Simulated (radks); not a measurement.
Results of a calculation; reference values are marked as such.
All-electron atom: Pb48+ in [Ar] 3d10 4s2 4p4. Code: a radial shooting solver on a logarithmic mesh with Libxc functionals. Model: scalar-relativistic Kohn-Sham, PBEsol, spin-polarised, spherical densities, point nucleus; open shells are filled with parallel spins first (spin-orbit coupling, left out, can overturn this in heavy ions).

Radial electron density D(r) = 4 pi r^2 rho(r):

```
   r/bohr * D(r) (the largest magnitude, 153, reaches the edge; | marks zero)
0.0006898 |  *
0.0008769 |   *
 0.001115 |    *
 0.001406 |      *
 0.001787 |         *
 0.002272 |            *
 0.002888 |                 *
 0.003672 |                      *
  0.00463 |                           *
 0.005886 |                                 *
 0.007483 |                                     *
 0.009513 |                                        *
  0.01209 |                                        *
  0.01525 |                                      *
  0.01939 |                                   *
  0.02465 |                                     *
  0.03133 |                                           *
  0.03983 |                                                   *
  0.05023 |                                                      *
  0.06386 |                                                *
  0.08118 |                                        *
   0.1032 |                                         *
   0.1312 |                                               *
   0.1668 |                                          *
   0.2103 |                         *
   0.2674 |             *
   0.3399 |          *
   0.4321 |     *
   0.5493 | *
   0.6927 *
   0.8806 *
```

D(r) has 3 maxima, at r = 0.0106, 0.0486, 0.138 bohr, and minima at 0.0207, 0.0901 bohr, inside which lie 1.88, 10.94 electrons.
